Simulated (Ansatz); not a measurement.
Species: C3H6Si, SMILES `C=C=C[SiH3]` (charge 0, multiplicity 1).

**Question.** Give a relaxed geometry from B3LYP-D3(BJ)/def2-TZVP run with Ansatz (an electronic-structure program).

**Answer.** the end point of this relaxation (outside a Z-matrix the atoms follow the SMILES, hydrogens last).
Cartesian coordinates (Å) in one orientation:
```xyz
10

C      2.177    -0.341    -0.086
C      1.003     0.037     0.329
C     -0.188     0.399     0.711
Si    -1.706     0.065    -0.319
H      2.796     0.312    -0.690
H      2.574    -1.317     0.167
H     -0.293     0.914     1.663
H     -2.379     1.339    -0.670
H     -1.310    -0.647    -1.552
H     -2.673    -0.760     0.447
```
